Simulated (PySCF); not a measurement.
C2H5S, SMILES CC[S], multiplicity 2.

Geometry: PBE0-D3(BJ)/def2-TZVP. The isomer is the one that the SMILES or the coordinates give; other isomers of the formula were not compared.

Two levels are set side by side: PBE/def2-TZVPD (PySCF) and CAM-B3LYP/def2-TZVPD (PySCF). Same geometry, gas phase. Differences are taken from unrounded values.

```tsv
quantity	CAM-B3LYP
α-spin orbital gap (eV)	9.20
β-spin orbital gap (eV)	5.34
dipole moment (D)	1.81
mean polarisability (bohr³)	47.4
```

Problem. What does PBE give, and how far is it from CAM-B3LYP? (Estimate from the structure and the level; the computed values follow.)

Solution. 
| quantity | PBE | PBE minus CAM-B3LYP |
|---|---|---|
| α-spin orbital gap (eV) | 5.23 | -3.97 |
| β-spin orbital gap (eV) | 0.44 | -4.90 |
| dipole moment (D) | 1.87 | 0.06 |
| mean polarisability (bohr³) | 50.0 | 2.7 |

PBE's more diffuse valence density responds more strongly to a field. Differences between two approximate levels are no errors against the true value.

Rough cost on one machine, each run with all the roots and properties that it gave: CAM-B3LYP against PBE within a factor of 2.
